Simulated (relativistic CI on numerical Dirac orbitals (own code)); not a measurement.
**Forbidden lines of Tb37+**

Computed by Dirac-Coulomb-Breit CI, KLI orbitals optimised for each configuration, model QED (radiative potential, 1s self-energy scaled to tabulated hydrogen-like ionisation energies), unscaled Slater integrals (own radial code, finite nucleus).

Configurations in the expansion (outside the closed core [Ne]): 3s²3p⁶3d¹⁰, 3s²3p⁶3d⁹4s, 3s²3p⁶3d⁹4p, 3s²3p⁶3d⁹4d, 3s²3p⁵3d¹⁰4s, 3s²3p⁶3d⁹4f, 3s²3p⁵3d¹⁰4p, 3s²3p⁶3d⁸4s², 3s²3p⁶3d⁸4s4p, 3s²3p⁵3d¹⁰4d, 3s3p⁶3d¹⁰4s, 3s²3p⁶3d⁹5s, 3s²3p⁶3d⁸4p², 3s²3p⁶3d⁸4s4d, 3s²3p⁶3d⁹5p, 3s²3p⁵3d¹⁰4f. Levels of other configurations are missing.

```tsv
λ vac (nm)	Lower	Upper	Type	A (s⁻¹)	E lower (10³ cm⁻¹)	E upper (10³ cm⁻¹)
0.62390	3s²3p⁶3d¹⁰ ¹S0 [1]	3s²3p⁵3d¹⁰4f ³F2 [111]	E2	1.35e+11	0.0	16028.3
0.67745	3s²3p⁶3d¹⁰ ¹S0 [1]	3s²3p⁵3d¹⁰4f ¹D2 [99]	E2	1.95e+11	0.0	14761.2
0.92569	3s²3p⁶3d¹⁰ ¹S0 [1]	3s²3p⁶3d⁹4d ¹D2 [25]	E2	8.08e+09	0.0	10802.8
1.0787	3s²3p⁶3d⁹4s ¹D2 [3]	3s²3p⁶3d⁸4s² ¹G4 [118]	E2	1.43e+09	8705.3	17976.1
1.0819	3s²3p⁶3d⁹4s ³D3 [2]	3s²3p⁶3d⁸4s² ³P2 [116]	E2	1.55e+09	8693.0	17935.8
1.0827	3s²3p⁶3d⁹4p ³F°3 [7]	3s²3p⁶3d⁸4s4p ³H°5 [143]	E2	1.29e+09	9313.7	18549.4
1.0861	3s²3p⁶3d⁹4s ³D2 [5]	3s²3p⁶3d⁸4s² ³F2 [123]	E2	2.70e+09	8983.9	18191.3
1.0872	3s²3p⁶3d⁹4p ³F°4 [10]	3s²3p⁶3d⁸4s4p ³H°6 [182]	E2	1.57e+09	9721.3	18919.2
1.0895	3s²3p⁶3d⁹4s ³D3 [2]	3s²3p⁶3d⁸4s² ³F3 [115]	E2	1.03e+09	8693.0	17871.4
1.0987	3s²3p⁶3d⁹4p ³F°4 [10]	3s²3p⁶3d⁸4s4p ⁵G°5 [168]	E2	1.18e+09	9721.3	18823.2
1.1121	3s²3p⁶3d⁹4s ³D2 [5]	3s²3p⁶3d⁸4s² ¹G4 [118]	E2	1.82e+09	8983.9	17976.1
1.1131	3s²3p⁶3d¹⁰ ¹S0 [1]	3s²3p⁶3d⁹4s ³D2 [5]	E2	1.49e+09	0.0	8983.9
1.1159	3s²3p⁶3d⁹4s ¹D2 [3]	3s²3p⁶3d⁸4s² ¹D2 [113]	E2	2.79e+09	8705.3	17666.9
1.1160	3s²3p⁶3d⁹4s ³D1 [4]	3s²3p⁶3d⁸4s² ³P2 [116]	E2	1.47e+09	8975.5	17935.8
1.1194	3s²3p⁶3d⁹4p ³F°3 [7]	3s²3p⁶3d⁸4s4p ³F°2 [127]	E2	1.85e+09	9313.7	18246.8
1.1225	3s²3p⁶3d⁹4s ³D3 [2]	3s²3p⁶3d⁸4s² ³F4 [112]	E2	2.46e+09	8693.0	17601.7
1.1240	3s²3p⁶3d⁹4s ¹D2 [3]	3s²3p⁶3d⁸4s² ³F4 [112]	E2	8.28e+08	8705.3	17601.7
1.1260	3s²3p⁶3d⁹4p ³P°2 [6]	3s²3p⁶3d⁸4s4p ³D°3 [122]	E2	2.70e+09	9304.9	18185.9
1.1279	3s²3p⁶3d⁹4p ³F°3 [7]	3s²3p⁶3d⁸4s4p ³G°4 [121]	E2	2.49e+09	9313.7	18179.7
1.1487	3s²3p⁶3d¹⁰ ¹S0 [1]	3s²3p⁶3d⁹4s ¹D2 [3]	E2	1.89e+09	0.0	8705.3
```

Terms are leading LS components. Brackets give the number of a level in order of energy, since labels repeat. The list gives strong lines, with weight on those to low levels, among the lowest 200 of 455 levels, so that lines to higher ones, which can be the strongest, are missing. Levels whose partners in the same complex of configurations lie outside the list can be far off, and so can their lines. Rates are taken at the computed energies, electric ones in the length gauge.

At this charge energies of transitions that change n are usually good to better than 1 %, and those within a shell (Δn = 0) to a few per cent.

LS names give the leading component of a level, which can be under half, so a name can repeat, a term be missing and a line seem to break the LS rules.
